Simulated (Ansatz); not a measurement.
Isolated molecules relaxed with PBE0-D4/def2-TZVP in Ansatz; ΔE leaves out vibrations. CBS: MP2 limit from def2 TZ/QZ plus the TZ coupled-cluster correction, frozen cores. This one scheme is used for every species. Functionals use def2-TZVPP. For Br outer-core shells are correlated without core-valence functions, which leaves a few kJ/mol of doubt a bond. Scalar relativity is left out up to krypton. One conformer a species, not always the lowest.

Reaction (silylene formation by 1,1-elimination): `O[Si](F)(Br)Br` → Br₂ + `O[Si]F`

**Question.** Is it downhill or uphill in electronic energy at CCSD(T)/CBS, and by how much? (Best estimate.)

**Answer.** Computed: Uphill: ΔE = +421.0 kJ/mol.

**Question.** What do these levels give: r2SCANh-D4, ωB97M-V, PBE-QIDH, CCSD/def2-TZVPP, SCS-MP2/def2-QZVPP, HF/CBS(def2)? (Estimate.)

**Answer.** The calculation gave: r2SCANh-D4 440.5, ωB97M-V 404.9, PBE-QIDH 443.9, CCSD/def2-TZVPP 412.8, SCS-MP2/def2-QZVPP 425.7, HF/CBS(def2) 413.9 kJ/mol.

Largest T1 diagnostic among the species: 0.015.

The D4 term adds +19.9 kJ/mol with B3LYP and +10.5 kJ/mol with PBE0; it sums over pairs of atoms, weighted by their polarisabilities, and B3LYP, whose exchange is more repulsive, gets the larger term. At CCSD(T), def2-SVP lies −25.9 kJ/mol from the extrapolated value and def2-TZVPP −8.2 kJ/mol. From BLYP to BHLYP (50 % exact exchange), in def2-TZVPP and without D4, ΔE moves by +67.1 kJ/mol.

B3LYP here is the variant with VWN-RPA as its local correlation; programs differ in this.
